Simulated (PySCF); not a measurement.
HBN (SMILES B=[N]), doublet, geometry from GFN2-xTB. Base run: MN15/pcseg-1 (PySCF).

Geometry (Å):
```xyz
3

B      0.0000     0.0000    -0.5786
N      0.0000     0.0000     0.6595
H      0.0000     0.0000    -1.7234
```
Charge 0, spin multiplicity 2.
Orbitals are unrestricted.
All else is at PySCF's defaults.
Base energy -79.98025 Eh.

The base run was repeated with changes; each row names its change, and settings that it needs were set with it.

```
change                                ΔE vs base (µEh)  grid points  electrons on the grid
------------------------------------  ----------------  -----------  ---------------------
base                                               0.0        37760               13.00000
grids.radi_method = delley                         0.1        39344               13.00000
grids.level = 4                                    2.1        71688               13.00000
grids.atom_grid = (75, 302)                        0.2        42792               13.00000
grids.level = 5                                    1.5       108816               13.00000
grids.atom_grid = (30, 110)                        285         7368               12.99981
grids.radi_method = gauss_chebyshev               -0.3        36712               13.00000
grids.atom_grid = (99, 590)                        2.2        94800               13.00000
grids.level = 2                                   -0.9        27576               13.00000
grids.prune = dft.gen_grid.sg1_prune             -86.0        17000               13.00000
grids.radi_method = mura_knowles                   0.2        35416               13.00000
```

Open shells are given as the SCF converged; they aren't shown to be the lowest states, and a large step between rows can be another state.
